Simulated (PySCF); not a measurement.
GaH3O, SMILES [GaH2][OH].

Geometry: PBE-D3(BJ)/def2-TZVP.

Computed with IEF-PCM-PBE0/def2-SVP (PySCF).

The values are the electrostatic part of the solvation free energy, E(continuum) − E(gas) at the gas-phase geometry, in a cavity of scaled van der Waals radii (PySCF's table); cavitation and dispersion terms are not included. A continuum can't describe solvent molecules that bind to the metal. In vacuum the orbital gap is 7.35 eV. The dipole moment in vacuum is 1.55 D.

Computed values in water (ε = 78.36), benzene (ε = 2.27), methanol (ε = 32.61):
```tsv
solvent	ε	ΔG(elec) (kcal/mol)	dipole (D)	gap (eV)
water	78.36	-5.6	1.93	7.63
benzene	2.27	-2.5	1.71	7.48
methanol	32.61	-5.4	1.92	7.62
```
